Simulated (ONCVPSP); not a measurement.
arsenic, ONCV: configuration errors across variants

| Quantity | Value |
| --- | --- |
| Element | As (Z = 33) |
| Generator | ONCVPSP 4.0.1 |
| Type | optimised norm-conserving Vanderbilt (ONCV) |
| Functional | PBE |
| Relativity | fully relativistic |
| Frozen core | [Ar] 3d10 |
| Valence charge | 5 |
| Reference configuration | 4s2 4p3 |
| Partial waves | 4s: rc 1.65 bohr, ncon 4, nbas 8, qcut 3.9 1/bohr, 1 projector; 4p: rc 1.85 bohr, ncon 5, nbas 9, qcut 4.1 1/bohr, 1 projector; d scattering state at 0.29 Ha: rc 1.95 bohr, ncon 3, nbas 7, qcut 5.1 1/bohr, 2 projectors, debl 2.3 Ha |
| Local potential | polynomial inside 1.20 bohr (lpopt 5, dvloc0 3 Ha) |
| Core correction | Teter function, fcfact 4.5, rcfact 1.75 |

Open shells are filled in proportion to 2j + 1.

All-electron excitation energies from the reference (eV): (1) 4s2 4p2 9.152; (2) 4s2 4p1 27.075; (3) 4s2 4p0 54.783; (4) 4s1 4p4 9.412.

1 further variants failed, have other tests or too few solved ones, and are left out.

A true bound ghost makes a file unfit for plane-wave use even where its test errors are small: the radial tests pick states by their node count and pass the ghost by.

Errors AE − PS in meV (a dash: test not solved or not reliable):

| change | (1) | (2) | (3) | (4) | bound ghosts | GHOST(+) flags above zero |
| --- | --- | --- | --- | --- | --- | --- |
| base | -39 | -240 | -751 | -13 | none | s |
| core correction Teter function, fcfact 1.3, rcfact 1.75 | -12 | -85 | -286 | -3.8 | none | s |
| local potential polynomial inside 1.20 bohr (lpopt 5, dvloc0 -3 Ha) | -40 | -248 | -792 | -13 | s | none |
| p: nbas 8 | -39 | -240 | -748 | -13 | none | s |
| d: nproj 1 | -39 | -240 | -751 | -13 | none | s |
| d: qcut 7.4 | -39 | -240 | -751 | -13 | none | s, d5/2, d3/2 |

(1) Give the same row for: core correction polynomial model core, fcfact 0.7.

Answers

(1) +0.2, -6.9, -50, -7.0; bound ghosts: none; GHOST(+) flags above zero: s.
